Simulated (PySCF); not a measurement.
SMILES [Se]([Se][CH2])C (C2H5Se2), doublet, CAM-B3LYP/def2-SVP optimised geometry.

```
9

C      2.25    -1.30    -1.81
Se     1.88    -1.20     0.00
Se    -0.46    -1.20     0.00
C     -0.79     0.73     0.00
H      3.24    -1.66    -2.10
H      1.50    -1.03    -2.56
H     -1.88     0.86     0.05
H     -0.32     1.20     0.88
H     -0.41     1.19    -0.92
```

Density from unrestricted CAM-B3LYP/def2-TZVP (PySCF 2.14.0) at that geometry.

Minimum of the electron density along straight lines between bonded atoms, close to the bond critical point (lines longer than 1.1 times the sum of covalent radii, or with two minima, are not listed):

```json
[
 {"bond": "C1–Se2", "length / Å": "1.852", "ρ at the minimum / e bohr⁻³": "0.176", "∇²ρ there / e bohr⁻⁵": "-0.21", "position (fraction from the first atom)": "0.50"},
 {"bond": "Se2–Se3", "length / Å": "2.338", "ρ at the minimum / e bohr⁻³": "(withheld)", "∇²ρ there / e bohr⁻⁵": "(withheld)", "position (fraction from the first atom)": "0.50"},
 {"bond": "Se3–C4", "length / Å": "1.952", "ρ at the minimum / e bohr⁻³": "0.150", "∇²ρ there / e bohr⁻⁵": "(withheld)", "position (fraction from the first atom)": "0.52"},
 {"bond": "C1–H5", "length / Å": "1.092", "ρ at the minimum / e bohr⁻³": "0.277", "∇²ρ there / e bohr⁻⁵": "-0.95", "position (fraction from the first atom)": "0.65"},
 {"bond": "C1–H6", "length / Å": "1.090", "ρ at the minimum / e bohr⁻³": "0.278", "∇²ρ there / e bohr⁻⁵": "-0.96", "position (fraction from the first atom)": "0.65"},
 {"bond": "C4–H7", "length / Å": "1.099", "ρ at the minimum / e bohr⁻³": "0.274", "∇²ρ there / e bohr⁻⁵": "-0.93", "position (fraction from the first atom)": "0.65"},
 {"bond": "C4–H8", "length / Å": "1.096", "ρ at the minimum / e bohr⁻³": "0.277", "∇²ρ there / e bohr⁻⁵": "-0.96", "position (fraction from the first atom)": "0.65"},
 {"bond": "C4–H9", "length / Å": "1.096", "ρ at the minimum / e bohr⁻³": "0.277", "∇²ρ there / e bohr⁻⁵": "-0.96", "position (fraction from the first atom)": "0.65"}
]
```

Question: Fill in the missing entries.

Answer: 
- Se2–Se3, ρ at the minimum / e bohr⁻³: 0.107
- Se2–Se3, ∇²ρ there / e bohr⁻⁵: -0.05
- Se3–C4, ∇²ρ there / e bohr⁻⁵: -0.17
